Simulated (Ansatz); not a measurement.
Geometry optimisation, RKS PBE-D4/def2-SVP (Ansatz 0.2.0).

The input (input.yaml):

```yaml
crystal:
  periodic: [false, false, false]
  atoms:
    - { symbol: O, position_ang: [-0.3865, 1.6934, -1.0666] }
    - { symbol: C, position_ang: [0.4536, 1.3582, -0.2754] }
    - { symbol: "N", position_ang: [0.2781, 0.1438, 0.4378] }
    - { symbol: Sb, position_ang: [-1.3044, -1.0693, 0.2241] }
    - { symbol: H, position_ang: [1.3441, 1.9606, -0.1525] }
    - { symbol: H, position_ang: [1.0611, -0.1405, 1.1115] }
    - { symbol: H, position_ang: [-0.8185, -1.5988, -1.363] }
    - { symbol: H, position_ang: [-0.5353, -2.4046, 1.0282] }
basis:
  gaussian: { orbitals: def2-SVP }
hamiltonian:
  xc: pbe
  dispersion: d4
relax:
  f_tol: 0.015
  max_steps: 40
```

Run as:

```bash
$ ansatz run input.yaml --threads 1 --pin off --max-ram 2048MiB --backend cpu --events-out ev --progress --plain --runs-dir out
```

**Question.** Where does it end, and by what steps?

**Answer.** It converged. After 10 steps the energy has fallen by 0.433 eV; O1 moved furthest, 0.17 Å.

```json
{"step": "0", "energy less start (eV)": "0.0000", "largest force component (eV/Å)": "3.959", "accepted": "yes"}
{"step": "1", "energy less start (eV)": "-0.2948", "largest force component (eV/Å)": "1.422", "accepted": "yes"}
{"step": "2", "energy less start (eV)": "-0.2982", "largest force component (eV/Å)": "1.308", "accepted": "yes"}
{"step": "3", "energy less start (eV)": "-0.4086", "largest force component (eV/Å)": "0.792", "accepted": "yes"}
{"step": "4", "energy less start (eV)": "-0.3991", "largest force component (eV/Å)": "0.770", "accepted": "no"}
{"step": "5", "energy less start (eV)": "-0.4317", "largest force component (eV/Å)": "0.084", "accepted": "yes"}
{"step": "6", "energy less start (eV)": "-0.4325", "largest force component (eV/Å)": "0.051", "accepted": "yes"}
{"step": "7", "energy less start (eV)": "-0.4328", "largest force component (eV/Å)": "0.038", "accepted": "yes"}
{"step": "8", "energy less start (eV)": "-0.4328", "largest force component (eV/Å)": "0.024", "accepted": "yes"}
{"step": "9", "energy less start (eV)": "-0.4330", "largest force component (eV/Å)": "0.018", "accepted": "yes"}
{"step": "10", "energy less start (eV)": "-0.4330", "largest force component (eV/Å)": "0.003", "accepted": "yes"}
```

```xyz
8
Properties=species:S:1:pos:R:3
O -0.496 1.572 -1.027
C 0.418 1.286 -0.248
N 0.418 0.147 0.478
Sb -1.356 -0.975 0.123
H 1.310 1.956 -0.095
H 1.207 -0.089 1.087
H -0.783 -1.653 -1.373
H -0.626 -2.301 1.000
```

Whether the end is a true minimum wasn't checked by a vibrational analysis.

The run took 36 s on 1 thread of Arm Neoverse V1, on a shared host, peak memory 0.14 GiB.
